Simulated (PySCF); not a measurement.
FH₂In. Atoms are numbered in the order given.

```xyz
4

In     0.0000     0.0000     0.2755
H      0.0000     1.5988     0.8496
H      0.0000    -1.5988     0.8496
F      0.0000     0.0000    -1.6887
```
Charge 0, spin multiplicity 1.

Coordinates come from a r2SCAN-D4/def2-TZVP optimisation. The def2 effective core potentials stand for the cores of In; spin–orbit coupling is left out.

Vertical ionisation energy (IE) and electron affinity (EA) in eV. Rows of orbital energies are one-electron estimates. Where ΔSCF, EOM or ADC give a negative EA the extra electron is unbound and the value depends on the basis.

| level | IE | EA |
|---|---|---|
| −ε(HOMO), −ε(LUMO), r2SCAN/def2-TZVPD (PySCF) | 7.69 | 2.26 |
| −ε(HOMO), −ε(LUMO), M06-2X/def2-TZVPD (PySCF) | 10.01 | 1.43 |
